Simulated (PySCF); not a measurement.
SMILES [CH2]OCC(C)O (C₄H₉O₂), doublet (GFN2-xTB optimised geometry):

```
15

C      0.490     1.331    -1.100
O      0.195     0.585     0.000
C      0.693    -0.729     0.000
C      0.199    -1.447     1.259
C     -1.315    -1.630     1.228
O      0.885    -2.682     1.306
H      0.786     0.839    -2.009
H      0.001     2.284    -1.114
H      1.791    -0.729     0.000
H      0.353    -1.275    -0.891
H      0.473    -0.830     2.130
H     -1.593    -2.284     0.403
H     -1.669    -2.068     2.159
H     -1.791    -0.664     1.092
H      0.527    -3.203     2.033
```

Computed with unrestricted PBE0/def2-TZVP (PySCF).

Problem. What are the frontier orbital energies (α orbitals alone; a β orbital can be the lowest empty one) and the dipole moment?

Solution. HOMO-2 -9.17 eV, HOMO-1 -8.00 eV, HOMO -5.20 eV, LUMO 0.98 eV, LUMO+1 1.75 eV; dipole moment 1.35 D.

On the same geometry PySCF with unrestricted PBE/def2-TZVP gives HOMO-2 -7.71 eV, HOMO-1 -6.36 eV, HOMO -3.74 eV, LUMO 0.08 eV, LUMO+1 0.85 eV; dipole moment 1.44 D.

Meta-Löwdin charges at PBE0/def2-TZVP: C1 -0.16, O2 -0.31, C3 0.00, C4 0.14, C5 -0.37, O6 -0.55, H7 0.11, H8 0.13, H9 0.11, H10 0.10, H11 0.09, H12 0.12, H13 0.11, H14 0.13, H15 0.34.
